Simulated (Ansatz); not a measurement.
C3H8N (SMILES CC(C)[NH]), doublet, geometry from GFN2-xTB, atoms displaced at random by about 0.03 Å a coordinate; PBE/6-31G, gradient (Ansatz, an electronic-structure program).

Input for Ansatz:
Ansatz 0.2 input:
```yaml
crystal:
  periodic: [false, false, false]
  atoms:
    - {symbol: C, position_ang: [-1.02730254, 0.80719627, 0.49999182]}
    - {symbol: C, position_ang: [-0.04156955, -0.01609158, -0.34481065]}
    - {symbol: C, position_ang: [1.34231554, 0.32464566, 0.02820185]}
    - {symbol: N, position_ang: [-0.18012168, -1.40231706, -0.31699104]}
    - {symbol: H, position_ang: [-0.96002901, 1.82973658, 0.29323407]}
    - {symbol: H, position_ang: [-1.01824317, 0.51639143, 1.55413928]}
    - {symbol: H, position_ang: [-2.11802075, 0.64358364, 0.13552253]}
    - {symbol: H, position_ang: [-0.08479659, 0.30509941, -1.41120334]}
    - {symbol: H, position_ang: [1.61255650, 1.42441380, -0.14284457]}
    - {symbol: H, position_ang: [1.53970635, 0.17577780, 1.13923643]}
    - {symbol: H, position_ang: [2.05583792, -0.28850530, -0.49948107]}
    - {symbol: H, position_ang: [-1.21142300, -1.64581285, -0.04028747]}
basis:
  gaussian:
    orbitals: 6-31G
hamiltonian:
  xc: pbe
magnetization: {spin_polarized: true, initial_magnetization: 1}
output: {forces: true}
```

What the program printed (banner, timings and long lists left out):

```
Functional definition: PBE
769 factors; integrals over basis functions are off by at most 2.2e-4 eV
mean field evaluation 1: about -4712.0608 eV, gradient 4.4e1 eV
mean field evaluation 2: about -4699.4771 eV, gradient 6.3e1 eV
mean field evaluation 4: about -4721.5435 eV, gradient 3.1e0 eV
mean field evaluation 8: about -4721.5629 eV, gradient 4.6e-2 eV
mean field evaluation 16: about -4721.5629 eV, gradient 2.5e-5 eV
mean field -4721.56291621 eV, -173.5142367805 hartree, gradient 2.5e-5 eV, S^2 0.752270; 0 other end points of the search recorded, 0 dependent functions left out
the calculation of the forces begins
reference -4721.56293695 eV, -173.5142375425 hartree; 17, 16 occupied and 35, 36 virtual orbitals, 769 factors
Total energy: -4721.56293695 eV, -173.5142375425 hartree
Atom 0 at    -1.027303     0.807196     0.499992 Å, force    -2.755866    -2.018154    -1.238915 eV/Å
Atom 1 at    -0.041570    -0.016092    -0.344811 Å, force    -0.795529     1.991911     0.001476 eV/Å
Atom 2 at     1.342316     0.324646     0.028202 Å, force     2.555073     2.003817     1.996707 eV/Å
Atom 3 at    -0.180122    -1.402317    -0.316991 Å, force    -1.883008    -2.801734     0.352998 eV/Å
Atom 4 at    -0.960029     1.829737     0.293234 Å, force     0.809771     2.261012     0.251149 eV/Å
Atom 5 at    -1.018243     0.516391     1.554139 Å, force     0.315816     0.270479     0.272336 eV/Å
Atom 6 at    -2.118021     0.643584     0.135523 Å, force     1.165950    -0.368759     0.437157 eV/Å
Atom 7 at    -0.084797     0.305099    -1.411203 Å, force    -0.566980     0.026703    -0.302092 eV/Å
Atom 8 at     1.612556     1.424414    -0.142845 Å, force    -0.424621    -1.074518    -0.064858 eV/Å
Atom 9 at     1.539706     0.175778     1.139236 Å, force    -0.272722    -0.073692    -0.848531 eV/Å
Atom 10 at     2.055838    -0.288505    -0.499481 Å, force     0.558964    -0.427326    -0.437003 eV/Å
Atom 11 at    -1.211423    -1.645813    -0.040287 Å, force     1.293154     0.210260    -0.420424 eV/Å
Dipole moment:    -0.239632     0.341244     0.052952 e Å
```
